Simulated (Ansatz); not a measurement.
Compare A (`N#C[CH2][AlH2]`) with its isomer B (`C#[C][AlH][NH2]`).

Program: Ansatz. Geometries: PBE0-D4/def2-TZVP. ΔE: electronic, gas phase. CCSD(T)/CBS is the MP2 limit (def2-TZVPP, def2-QZVPP) plus CCSD(T) − MP2 in def2-TZVPP, frozen cores. DFT in def2-TZVPP. B3LYP here is the variant with VWN-RPA as its local correlation; programs differ in this. Each species was taken in one conformer, which may not be the lowest.

Task: Which isomer does CCSD(T)/CBS put lower? Give the gap. (An estimate is asked.)

Result: Ansatz gave: B, by 12.6 kcal/mol.

Task: Give E(B) − E(A) in kcal/mol with B3LYP-D4, CCSD(T)/def2-SVP, PBE-D4, LDA (SPW92), CCSD/def2-TZVPP, BLYP-D4, HF/def2-TZVPP. (Best estimate.)

Result: The calculation gave: B3LYP-D4 -9.7, CCSD(T)/def2-SVP -3.5, PBE-D4 -6.7, LDA (SPW92) -8.4, CCSD/def2-TZVPP -10.2, BLYP-D4 -9.1, HF/def2-TZVPP -9.3. None reverses the order clearly.

Task: Does the order hold for the free energy at 298.15 K (harmonic terms from PBE0-D4)? (Estimate.)

Result: Ansatz gave: Yes: G(B) − G(A) = -10.3 kcal/mol, for one conformer each. Modes under 60 cm⁻¹, often nearly free rotors, make the harmonic entropy too high.

Largest T1 diagnostic: 0.013.

From BLYP to BHLYP (50 % exact exchange), in def2-TZVPP and without D4, E(B) − E(A) moves by −1.0 kcal/mol. At CCSD(T), def2-SVP lies +9.1 kcal/mol from the extrapolated value and def2-TZVPP +2.5 kcal/mol.
